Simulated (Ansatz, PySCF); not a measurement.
C3H10OSi2, SMILES [SiH2](CO[SiH3])C=C. Atoms are numbered in the order given.

```xyz
16

C      3.1913    -1.0777     0.4120
C      2.0028    -0.9021    -0.1779
Si     1.2941     0.7773    -0.5895
C     -0.4007     0.9555     0.2443
O     -1.1989    -0.1274    -0.2257
Si    -2.7619    -0.3592     0.3096
H      3.5811    -2.0741     0.6543
H      3.8339    -0.2301     0.6813
H      1.4025    -1.7892    -0.4202
H      2.2208     1.8397    -0.0908
H      1.1057     0.9384    -2.0613
H     -0.8674     1.9305     0.0019
H     -0.2896     0.9177     1.3462
H     -3.6113     0.8253    -0.0212
H     -2.7840    -0.5520     1.7917
H     -3.2788    -1.5712    -0.3754
```
Charge 0, spin multiplicity 1.

Coordinates come from a ωB97X-D3(BJ)/def2-SVP optimisation. The structure was generated by enumeration, and PubChem lists no compound with its InChIKey, so it may never have been made. The values are those of a single conformer.

Two levels are set side by side: PBE-D3(BJ)/def2-SVP (Ansatz, a program for electronic structure) and ωB97X-D3(BJ)/def2-SVP (PySCF). Each level has its own optimised geometry; the coordinates shown are those of the second. Frequencies come from the Hessian of PySCF at each geometry. Differences are taken from unrounded values.

```
quantity                            ωB97X-D3(BJ)
----------------------------------  ------------
mean bond length (Å)                       1.411
bond C1–C2 (Å)                             1.338
bond C2–Si3 (Å)                            1.869
bond Si3–C4 (Å)                            1.897
bond C4–O5 (Å)                             1.425
bond O5–Si6 (Å)                            1.668
bond C1–H7 (Å)                             1.097
bond C1–H8 (Å)                             1.097
bond C2–H9 (Å)                             1.098
bond Si3–H10 (Å)                           1.495
bond Si3–H11 (Å)                           1.492
bond C4–H12 (Å)                            1.108
bond C4–H13 (Å)                            1.108
bond Si6–H14 (Å)                           1.495
bond Si6–H15 (Å)                           1.495
bond Si6–H16 (Å)                           1.485
highest harmonic wavenumber (cm⁻¹)          3238
mean harmonic wavenumber (cm⁻¹)             1235
zero-point energy (kcal/mol)               74.17
```

Task: What does PBE-D3(BJ) give, and how far is it from ωB97X-D3(BJ)? (The exact figures need the calculation; the answer reports its results.)

Result: 
```csv
quantity,PBE-D3(BJ),PBE-D3(BJ) minus ωB97X-D3(BJ)
mean bond length (Å),1.422,0.011
bond C1–C2 (Å),1.348,0.010
bond C2–Si3 (Å),1.875,0.006
bond Si3–C4 (Å),1.913,0.015
bond C4–O5 (Å),1.430,0.005
bond O5–Si6 (Å),1.685,0.017
bond C1–H7 (Å),1.104,0.007
bond C1–H8 (Å),1.104,0.007
bond C2–H9 (Å),1.106,0.008
bond Si3–H10 (Å),1.508,0.012
bond Si3–H11 (Å),1.506,0.013
bond C4–H12 (Å),1.117,0.010
bond C4–H13 (Å),1.117,0.009
bond Si6–H14 (Å),1.509,0.014
bond Si6–H15 (Å),1.509,0.014
bond Si6–H16 (Å),1.498,0.013
highest harmonic wavenumber (cm⁻¹),3138,-101
mean harmonic wavenumber (cm⁻¹),1180,-55
zero-point energy (kcal/mol),70.85,-3.32
```

GGA bonds tend to be longer and softer than those of functionals with exact exchange. Differences between two approximate levels are no errors against the true value.
